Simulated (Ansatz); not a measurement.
`CS[SiH2][SiH3]` and `CS[SiH](N)[SiH3]` differ in one atom or group.

Ansatz, PBE0-D4/def2-TZVP geometries, multiplicity 1. Each molecule was computed in one conformer, which needn't be the lowest.

| property | `CS[SiH2][SiH3]` |
| --- | --- |
| LUMO energy (ωB97M-V/def2-TZVPP) / eV | 1.61 |
| HOMO energy (PBE0/def2-TZVPP) / eV | -6.94 |
| size of the dipole moment (B3LYP/def2-TZVPP) / D | 1.31 |
| HOMO–LUMO gap (PBE0/def2-TZVPP) / eV | 6.78 |
| HOMO–LUMO gap (ωB97M-V/def2-TZVPP) / eV | 10.75 |
| HOMO energy (B3LYP/def2-TZVPP) / eV | -6.71 |

(1) What does the change do to each property? (Best estimate.)

Answers

(1) The calculation gave: 
```csv
property,`CS[SiH](N)[SiH3]`,shift
LUMO energy (ωB97M-V/def2-TZVPP) / eV,1.68,0.07
HOMO energy (PBE0/def2-TZVPP) / eV,-6.73,0.21
size of the dipole moment (B3LYP/def2-TZVPP) / D,2.13,0.82
HOMO–LUMO gap (PBE0/def2-TZVPP) / eV,6.79,0.01
HOMO–LUMO gap (ωB97M-V/def2-TZVPP) / eV,10.54,-0.21
HOMO energy (B3LYP/def2-TZVPP) / eV,-6.51,0.20
```

Dipoles are sizes alone; their direction can turn.

B3LYP here is the variant with VWN-RPA as its local correlation; programs differ in this.
